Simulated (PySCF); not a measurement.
**Cost of excited-state runs on `C=C[P@](C)(=S)CSC`, C5H11PS2**

Molfile (atoms numbered from 1):
```
C5H11PS2
     RDKit          3D

 19 18  0  0  0  0  0  0  0  0999 V2000
   -0.7489    2.4114    0.5231 C   0  0  0  0  0  0  0  0  0  0  0  0
   -1.1631    1.2270    0.1091 C   0  0  0  0  0  0  0  0  0  0  0  0
   -0.3303   -0.2837    0.6768 P   0  0  2  0  0  5  0  0  0  0  0  0
   -1.6890   -1.3152    1.3673 C   0  0  0  0  0  0  0  0  0  0  0  0
    1.1641   -0.0357    1.8859 S   0  0  0  0  0  0  0  0  0  0  0  0
    0.0539   -1.1480   -0.9235 C   0  0  0  0  0  0  0  0  0  0  0  0
    0.8135   -0.0187   -2.1324 S   0  0  0  0  0  0  0  0  0  0  0  0
    2.5007    0.0590   -1.4773 C   0  0  0  0  0  0  0  0  0  0  0  0
    0.0838    2.4860    1.2076 H   0  0  0  0  0  0  0  0  0  0  0  0
   -1.2077    3.3329    0.2044 H   0  0  0  0  0  0  0  0  0  0  0  0
   -1.9834    1.0963   -0.5839 H   0  0  0  0  0  0  0  0  0  0  0  0
   -2.5300   -1.3802    0.6804 H   0  0  0  0  0  0  0  0  0  0  0  0
   -2.0087   -0.8625    2.3055 H   0  0  0  0  0  0  0  0  0  0  0  0
   -1.2947   -2.3098    1.5751 H   0  0  0  0  0  0  0  0  0  0  0  0
   -0.8678   -1.5090   -1.3812 H   0  0  0  0  0  0  0  0  0  0  0  0
    0.7283   -1.9871   -0.7408 H   0  0  0  0  0  0  0  0  0  0  0  0
    2.9643   -0.9201   -1.5641 H   0  0  0  0  0  0  0  0  0  0  0  0
    3.0345    0.7820   -2.0850 H   0  0  0  0  0  0  0  0  0  0  0  0
    2.4705    0.3846   -0.4420 H   0  0  0  0  0  0  0  0  0  0  0  0
  1  2  2  0
  2  3  1  0
  3  4  1  1
  3  5  2  0
  3  6  1  0
  6  7  1  0
  7  8  1  0
  1  9  1  0
  1 10  1  0
  2 11  1  0
  4 12  1  0
  4 13  1  0
  4 14  1  0
  6 15  1  0
  6 16  1  0
  8 17  1  0
  8 18  1  0
  8 19  1  0
M  END
```

PySCF with density fitting, on 1 thread of an Arm Neoverse V1, shared host. Command: `OMP_NUM_THREADS=1 python excited_run.py task.json out`

(1) How long does each of these runs take, and how much memory?
- magnetisability and related constants, B3LYP/pcSseg-1; isotopologues; writes grids
- magnetisability and related constants, BHandHLYP/STO-3G; SCF tolerance 1e-08 Eh

Answers

(1) 
```tsv
run	level	basis functions	wall time	peak memory (GiB)
magnetisability and related constants	B3LYP/pcSseg-1	212	58 s	1
magnetisability and related constants	BHandHLYP/STO-3G	63	12 s	0.55
```
Times from a shared host are rough.
